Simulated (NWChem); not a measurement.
Molecule: C$_{4}$H$_{5}$BO; SMILES C#CB(O)C=C

```xyz
11

C     -1.0007     2.2232     0.0000
C     -0.2763     1.2450     0.0000
B      0.6021    -0.0223     0.0000
O      1.9471     0.1572     0.0000
C     -0.0428    -1.4452     0.0000
C     -1.3676    -1.6518     0.0000
H     -1.6287     3.0961     0.0000
H      2.4310    -0.6753     0.0000
H      0.6093    -2.3314     0.0000
H     -1.8078    -2.6549     0.0000
H     -2.0665    -0.8078     0.0000
```
Atoms are numbered in this order, from 1.

Program: NWChem. Geometry: optimised at PBE0/def2-SVP.

For level B3LYP/def2-TZVP:

- highest occupied level (eV) = -7.70
- orbital gap (eV) = 5.94
- dipole (D) = 1.70

Task: Estimate the same quantities for level Hartree-Fock/def2-TZVP.

Result: 
* **highest occupied level (eV)**: -10.33
* **orbital gap (eV)**: 12.44
* **dipole (D)**: 1.91
